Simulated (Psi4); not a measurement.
C₂H₄N (SMILES [CH2]N=C), doublet (typed; the unrestricted solution is spin-contaminated), at a GFN2-xTB geometry; CCSD(T)/cc-pVDZ run with Psi4.

Input for Psi4:
```
memory 2 GB

molecule {
0 2
  C     1.13632705   -0.22459938   -0.24900414
  N     0.01067356    0.38315855   -0.09788839
  C    -1.14308609   -0.01803587    0.31099199
  H     1.22560615   -1.30013518   -0.36821381
  H     2.02550454    0.37542219   -0.33831834
  H    -1.99841828    0.59691774    0.08990737
  H    -1.28685313   -0.89850310    0.92991642
}

set basis cc-pvdz
set reference uhf
set freeze_core true
set mp2_type conv
set scf_type pk
set puream true
set d_convergence 1e-8

energy('ccsd(t)')
print_variables()
```

Task: Write the output that Psi4 gives for this input, abridged.

Result: 
```
   => Loading Basis Set <=

    Name: CC-PVDZ
    Role: ORBITAL
    Keyword: BASIS

         ---------------------------------------------------------
                                   SCF
               by Justin Turney, Rob Parrish, Andy Simmonett
                          and Daniel G. A. Smith
                              UHF Reference
         ---------------------------------------------------------

  ==> Geometry <==

    Molecular point group: c1
    Full point group: C1

    Geometry (in Angstrom), charge = 0, multiplicity = 2:

       Center              X                  Y                   Z               Mass
    ------------   -----------------  -----------------  -----------------  -----------------
         C            1.135519945278    -0.253572818574    -0.241602078745    12.000000000000
         N            0.009866455278     0.354185111426    -0.090486328745    14.003074004430
         C           -1.143893194722    -0.047009308574     0.318394051255    12.000000000000
         H            1.224799045278    -1.329108618574    -0.360811748745     1.007825032230
         H            2.024697435278     0.346448751426    -0.330916278745     1.007825032230
         H           -1.999225384722     0.567944301426     0.097309431255     1.007825032230
         H           -1.287660234722    -0.927476538574     0.937318481255     1.007825032230

  Running in c1 symmetry.

  Rotational constants: A =      2.79777  B =      0.36888  C =      0.33090 [cm^-1]
  Rotational constants: A =  83875.00303  B =  11058.67966  C =   9920.13351 [MHz]
  Nuclear repulsion =   66.932087353880931

  Charge       = 0
  Multiplicity = 2
  Electrons    = 23
  Nalpha       = 12
  Nbeta        = 11

  ==> Algorithm <==

  SCF Algorithm Type is PK.
  DIIS enabled.
  MOM disabled.
  Fractional occupation disabled.
  Guess Type is SAD.
  Energy threshold   = 1.00e-08
  Density threshold  = 1.00e-08
  Integral threshold = 1.00e-12

  ==> Primary Basis <==

  Basis Set: CC-PVDZ
    Blend: CC-PVDZ
    Number of shells: 30
    Number of basis functions: 62
    Number of Cartesian functions: 65
    Spherical Harmonics?: true
    Max angular momentum: 2

  ==> Integral Setup <==

  Using in-core PK algorithm.
   Calculation information:
      Number of atoms:                   7
      Number of AO shells:              30
      Number of primitives:             86
      Number of atomic orbitals:        65
      Number of basis functions:        62

      Integral cutoff                 1.00e-12
      Number of threads:                 1

  Performing in-core PK
  Using 3816162 doubles for integral storage.
  We computed 108240 shell quartets total.
  Whereas there are 108345 unique shell quartets.

  ==> DiskJK: Disk-Based J/K Matrices <==

    J tasked:                  Yes
    K tasked:                  Yes
    wK tasked:                  No
    Schwarz Cutoff:          1E-12

  Minimum eigenvalue in the overlap matrix is 8.4574067216E-03.
  Reciprocal condition number of the overlap matrix is 1.8371948799E-03.
    Using symmetric orthogonalization.

  ==> Pre-Iterations <==

  SCF Guess: Superposition of Atomic Densities via on-the-fly atomic UHF (no occupation information).

   -------------------------
    Irrep   Nso     Nmo
   -------------------------
     A         62      62
   -------------------------
    Total      62      62
   -------------------------

  ==> Iterations <==

                        Total Energy        Delta E     RMS |[F,P]|

   @UHF iter SAD:  -131.72064175101445   -1.31721e+02   0.00000e+00
   @UHF iter   1:  -132.38321014971334   -6.62568e-01   4.30033e-03 DIIS/ADIIS
   @UHF iter   2:  -132.43162077384207   -4.84106e-02   2.02479e-03 DIIS/ADIIS
   @UHF iter   3:  -132.44230663747109   -1.06859e-02   9.36861e-04 DIIS/ADIIS
   @UHF iter   4:  -132.44753026071282   -5.22362e-03   5.60977e-04 DIIS/ADIIS
   @UHF iter   5:  -132.45077095116915   -3.24069e-03   4.32976e-04 DIIS/ADIIS
[...]
  @UHF Final Energy:  -132.45475173435688
    Total Energy =                       -132.4547517343568757
[...]
              6   3         0.0345773517
              6   5         0.0316190302
              5   1         0.0315518001
              6   9         0.0276585456
              6  13        -0.0251924791
              4   0         0.0250362611
              7   2        -0.0206082236
              5  13         0.0181457656

    Largest TIJAB Amplitudes:
      8   7  12   0         0.0157002018
      7   6   8   0         0.0113561358
      8   5  10   0         0.0091869352
      8   3   5   0        -0.0087386714
      6   2   5   0        -0.0087232248
      7   6  15   0        -0.0086793868
      7   5  15   0        -0.0084728943
      6   3  11   0        -0.0081599023
      6   3   6   0        -0.0079560368
      5   3   6   0        -0.0079402383

    Largest Tijab Amplitudes:
      7   6   9   0        -0.0122512527
      6   4   5   0        -0.0103418567
      6   1   8   0        -0.0091241839
      7   6   8   1        -0.0090113146
      6   5   8   0         0.0089228060
      7   6  16   1         0.0080266919
      7   6  13   0        -0.0072863799
      7   3   9   8        -0.0072615412
      7   5  16   1        -0.0072031867
      6   3   8   0         0.0070457019

    Largest TIjAb Amplitudes:
      8   6   0   0        -0.0665965832
      6   6   0   1         0.0561756533
      7   6   0   0         0.0484438102
      6   7   0   0        -0.0345663810
      7   7   0   1        -0.0318478835
      6   6   0   3        -0.0232909224
      8   6   2   0         0.0231937962
      8   5   0   0         0.0231717525
      6   5   0   1        -0.0227025645
      8   6   4   0         0.0225518378

    SCF energy       (wfn)                    = -132.454751734356876
    Reference energy (file100)                = -132.454751734356847

    Opposite-spin MP2 correlation energy      =   -0.296715599833128
    Same-spin MP2 correlation energy          =   -0.097103349352534
    Singles MP2 correlation energy            =   -0.000000000000000
    MP2 correlation energy                    =   -0.393818949185662
      * MP2 total energy                      = -132.848570683542505

    Opposite-spin CCSD correlation energy     =   -0.349631363228122
    Same-spin CCSD correlation energy         =   -0.091151087367490
    Singles CCSD correlation energy           =    0.000000000000000
    CCSD correlation energy                   =   -0.440782450595612
      * CCSD total energy                     = -132.895534184952453

            **************************
            *                        *
            *        CCTRIPLES       *
            *                        *
            **************************

    Wave function   =    CCSD_T
    Reference wfn   =      UHF

    Nuclear Rep. energy (wfn)                =   66.932087353880931
    SCF energy          (wfn)                = -132.454751734356876
    Reference energy    (file100)            = -132.454751734356847
    CCSD energy         (file100)            =   -0.440782450595612
    Total CCSD energy   (file100)            = -132.895534184952453

    Number of ijk index combinations:
    Spin Case AAA:                                  84
    Spin Case BBB:                                  56
    Spin Case AAB:                                 288
    Spin Case ABB:                                 252
    AAA (T) energy                             =   -0.000397231452171
    BBB (T) energy                             =   -0.000268687913022
    AAB (T) energy                             =   -0.007558712953891
    ABB (T) energy                             =   -0.006401229121486
    (T) energy                                   =   -0.014625861440570
      * CCSD(T) total energy                     = -132.910160046393031

  Variable Map:
  ----------------------------------------------------------------------------
[...]
  Array Variable Map:
  ----------------------------------------------------------------------------
[...]
[...]
```
